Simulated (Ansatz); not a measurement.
Total energies of Cu₃H₃⁻ (the lowest doublet isomer of a short search) from Ansatz at PBE0-D4/def2-TZVPD, gas phase (1 Eh = 27.2114 eV = 2625.5 kJ/mol). The reference geometry is relaxed at PBE0-D4/def2-SVPD.

Cartesian coordinates in Å:
```
Cu 0.460 -0.383 -0.346
Cu 0.811 -2.646 -1.209
Cu -0.824 1.544 0.537
H -1.494 2.201 1.766
H 1.214 -1.720 0.092
H -0.167 1.003 -0.840
```

| state | geometry | energy (Eh) |
| --- | --- | --- |
| charge -1 doublet | reference | -4922.69939 |
| charge 0 singlet | reference | -4922.62664 |
| charge -1 quartet | relaxed at PBE0-D4/def2-SVPD | -4922.60764 |

(1) Work out the vertical ionisation energy to the singlet.

(2) Which of the charge -1 states is lowest, and how far above it are the others?

(1) E(charge 0 singlet) − E(charge -1 doublet) = -4922.62664 − (-4922.69939) = 0.07275 Eh = 1.98 eV. For comparison, −ε of the highest occupied level of the spin that leaves is 0.29 eV at this level, 1.69 eV less.

(2) The doublet. quartet: -4922.60764 − (-4922.69939) = 0.09175 Eh = 240.9 kJ/mol.

The structure comes from a short search, and lower isomers may exist.
